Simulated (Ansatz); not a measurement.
**From Si to Sn: the atomisation energy (no zero-point term)**

Gas-phase molecules, one atom swapped for its congeners: SiH2(SH)2; GeH2(SH)2; SnH2(SH)2. All are singlets with charge 0.

Shapes, held fixed at every level: PBE0-D4/def2-TZVP. Flexible molecules stand in one conformer, not always the lowest. Programs: Ansatz 0.2.0. Values in eV.

| level | SiH2(SH)2 | GeH2(SH)2 | SnH2(SH)2 |
| --- | --- | --- | --- |
| HF/def2-SVP | 15.00 | 13.66 | 12.40 |
| HF/def2-TZVPP | 15.38 | 13.89 | 12.75 |
| SPW92/def2-TZVPP | 23.95 | 22.69 | 21.36 |
| wB97M-V/def2-TZVPP | 21.44 | 19.88 | 18.72 |
| wB97X-V/def2-TZVPP | 21.49 | 20.06 | 18.87 |
| CCSD(T)/def2-SVP | 19.32 | 18.13 | 16.83 |
| CCSD(T)/def2-TZVPP | 20.60 | 19.39 | 18.12 |

At CCSD(T)/def2-TZVPP the atomisation energy falls at every step, from 20.60 to 18.12 eV. Every level shows the same order. For atoms past krypton def2 sets carry core potentials with scalar relativity. Relativity is left out for Ge. Outer-core shells of Ge, Sn are correlated in most correlated rows, in sets that cover them unevenly. Spin-orbit coupling, which grows down the group, is left out (summed over each molecule's free atoms 0.07, 0.17, 0.35 eV). Coupled cluster in double- or triple-zeta sets underbinds by a few per cent against its basis-set limit.
